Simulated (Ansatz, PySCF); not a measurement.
This Ansatz (a quantum-chemistry and plane-wave program) input computes a CAM-B3LYP/def2-TZVPD energy:

Ansatz 0.2 input:
```yaml
crystal:
  periodic: [false, false, false]
  atoms:
    - {symbol: Si, position_ang: [-0.00000000, -0.00000000, -0.52250080]}
    - {symbol: N, position_ang: [0.00000000, 0.00000000, 1.04500159]}
basis:
  gaussian:
    orbitals: def2-TZVPD
hamiltonian:
  xc: {name: CAM-B3LYP}
magnetization: {spin_polarized: true, initial_magnetization: 1}
output: {forces: true}
```

Write an input for the same energy in PySCF and say what it gives.


```python
from pyscf import gto, scf, dft

mol = gto.M(
    atom='''
    Si   -0.00000000   -0.00000000   -0.52250080
    N     0.00000000    0.00000000    1.04500159
    ''',
    basis='def2-tzvpd',
    charge=0,
    spin=1,
    symmetry='C2v',
    verbose=4,
)

mf = dft.UKS(mol, xc='camb3lyp').density_fit(auxbasis='def2-universal-jkfit')
mf.grids.level = 3
mf.conv_tol = 1e-9
mf.max_cycle = 100
mf.max_memory = 1500
mf.kernel()
if not mf.converged:
    mf = mf.newton()
    mf.kernel(mf.make_rdm1())
mf.analyze()
```
It gives -344.12665 Eh, and Ansatz -344.12673 Eh, a difference of 0.08 mEh, from the treatment of integrals and grids.
